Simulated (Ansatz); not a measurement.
`[AlH2][O][SiH2]S`, relaxed with RKS PBE-D4/def2-SVP in Ansatz 0.2.0 from a rough embedded geometry. The force threshold is 0.03 eV/Å; the program also tests the step.

Total charge 0; spin multiplicity 1.

Start:

```xyz
9

Al    0.645    1.394   -0.934
O     0.607    0.737    0.720
Si    0.168   -0.915    0.530
S    -1.898   -1.098    0.323
H     1.973    1.386   -1.858
H    -0.718    2.071   -1.593
H     0.546   -1.616    1.832
H     0.933   -1.552   -0.509
H    -2.257   -0.407    1.489
```

Question: By how much does the energy fall, and how many steps does the optimiser take? (Estimate.)

Answer: Ansatz gave: 0.71 eV, in 17 steps, 1 of them rejected.

Question: Which bonds change most? (Best estimate.)

Answer: Computed: Si3–S4 from 2.084 to 2.163 Å; Al1–H6 from 1.658 to 1.594 Å; Si3–H8 from 1.439 to 1.500 Å; O2–Si3 from 1.720 to 1.662 Å.

Question: Give the relaxed structure. (Estimate.)

Answer: Ansatz gave: 
```xyz
9

Al    0.666    1.608   -1.108
O     0.820    0.156   -0.193
Si    0.193   -1.151    0.620
S    -1.943   -1.363    0.360
H     1.925    2.028   -1.985
H    -0.681    2.453   -0.985
H     0.524   -1.005    2.077
H     0.746   -2.427    0.058
H    -2.250   -0.299    1.156
```
